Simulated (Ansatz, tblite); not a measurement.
Removing and adding an electron: HfCl4. Total charge 0; singlet. Geometry: PBE-D4/def2-SVP. Ansatz, gas phase; energy differences of separate SCF runs; the oxidised species was run as a doublet alone; the reduced species was run as a doublet alone.

```xyz
5

Hf   -0.0001    0.0000    0.0000
Cl    1.6412   -1.3715   -0.9416
Cl   -1.4180   -1.2884    1.3383
Cl   -1.2413    1.0109   -1.7026
Cl    1.0183    1.6489    1.3060
```

In the def2 sets Hf takes a core potential; there is no spin–orbit coupling. The xTB rows come from tblite. HOMO above LUMO, or a gap near zero within one spin, warns that the state may not be the lowest or that an electron is smeared out.

```csv
level,−HOMO (eV),vertical IE (eV),−LUMO (eV),vertical EA (eV),HOMO–LUMO gap (eV),IE − EA (eV),remarks
GFN1-xTB,13.86,15.89,10.44,7.69,3.42,8.20,–
PBE-D4/def2-TZVPD,8.35,–,3.12,0.49,5.23,–,"HOMO above zero (-1 doublet), gap within one spin near zero (-1 doublet)"
r2SCAN-D4/def2-TZVP,8.72,11.21,2.92,–,5.80,–,gap within one spin near zero (+1 doublet)
PBE0-D4/def2-TZVP,9.72,11.53,2.27,–,7.45,–,–
```

(1) Estimate the rows for GFN2-xTB, PBE-D4/def2-TZVP, r2SCAN-D4/def2-TZVPD, PBE0-D4/def2-TZVPD.

Results:

(1) 
```
               level  −HOMO (eV)  vertical IE (eV)  −LUMO (eV)  vertical EA (eV)  HOMO–LUMO gap (eV)  IE − EA (eV)                                     remarks
            GFN2-xTB       12.65             14.85        9.90              7.56                2.75          7.29                                           –
    PBE-D4/def2-TZVP        8.32             10.88        3.05                 –                5.27             –  gap within one spin near zero (+1 doublet)
r2SCAN-D4/def2-TZVPD        8.72                 –        2.95              0.51                5.78             –                HOMO above zero (-1 doublet)
  PBE0-D4/def2-TZVPD        9.73                 –        2.32              0.66                7.41             –                HOMO above zero (-1 doublet)
```

   A HOMO above zero means that the electron is unbound at that level or that self-interaction error raises the level; the energy of removing that electron tells which. Raw xTB energy differences between charge states are shifted by several eV; the methods need an empirical correction for them.
